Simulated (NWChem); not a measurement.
Species: BiHF2; SMILES [BiH]([F])[F]

Program: NWChem. def2 effective core potentials on Bi; no spin-orbit coupling. Each level has its own optimisation; frequencies are unscaled.

For level PBE0/def2-SVP:

```yaml
highest harmonic frequency (cm⁻¹): 1790
```

How do the values read with level PBE/def2-SVP instead?


| Item | Result |
|---|---|
| highest harmonic frequency (cm⁻¹) | 1691 |
